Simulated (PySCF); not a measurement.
Several molecules and their computed UV-vis stick spectra, shuffled. Level of theory: PySCF, TDDFT CAM-B3LYP/def2-SVPD, vertical, gas phase, core orbitals frozen in the response. Geometries: PBE0-D3(BJ)/def2-SVP; one conformer of each isolated species. Triplets are in the Tamm–Dancoff approximation.

A. `C=C(CF)[SiH2]O`
B. `C1[SiH2][C@]1(OC)F`
C. `FB(F)[SiH2]c1cccs1`

Lowest singlet levels (six at most, fewer where fewer were computed) with oscillator strengths:

1. 229 nm (f 0.169); 220 nm (f 0.076); 207 nm (f 0.021); 194 nm (f 0.001); 193 nm (f 0.001); 189 nm (f 0.017); T1 3.63 eV
2. 196 nm (f 0.013); 179 nm (f 0.304); 170 nm (f 0.011); 163 nm (f 0.034); 155 nm (f 0.007); 153 nm (f 0.007); T1 4.12 eV
3. 198 nm (f 0.141); 184 nm (f 0.005); 181 nm (f 0.002); 177 nm (f 0.051); 172 nm (f 0.051); 166 nm (f 0.023); T1 4.95 eV

Question: Match each spectrum to its molecule.

Answer: 1 = C, 2 = A, 3 = B.
- A: S1 at 6.34 eV, HOMO-1→LUMO (62%), HOMO→LUMO (17%), HOMO-2→LUMO (14%); Löwdin shares by element: HOMO carbon 75%, silicon 6% (atoms not listed hold the other 19%); LUMO carbon 63%, silicon 10% (atoms not listed hold the other 27%); HOMO -9.46 and LUMO 0.20 eV.
- B: S1 at 6.25 eV, HOMO→LUMO (91%); Löwdin shares by element: HOMO carbon 43% or more, silicon 24%, fluorine 11% (atoms not listed hold the other 22%); LUMO silicon 38%, hydrogen 22% or more, carbon 14% or more (atoms not listed hold the other 26%); HOMO -8.42 and LUMO 0.79 eV.
- C: S1 at 5.41 eV, HOMO→LUMO (82%), HOMO→LUMO+1 (12%); Löwdin shares by element: HOMO carbon 82% (atoms not listed hold the other 18%); LUMO boron 21%, silicon 20%, carbon 9% or more, fluorine 8% or more (atoms not listed hold the other 43%); HOMO -8.35 and LUMO -0.23 eV.
A and B have S1 within 0.09 eV of each other; their strongest listed levels stand at 6.91 eV (f 0.304) and 6.25 eV (f 0.141).

Without π bonds the low states are Rydberg-like; a valence basis with one diffuse set may place them up to an eV too high.
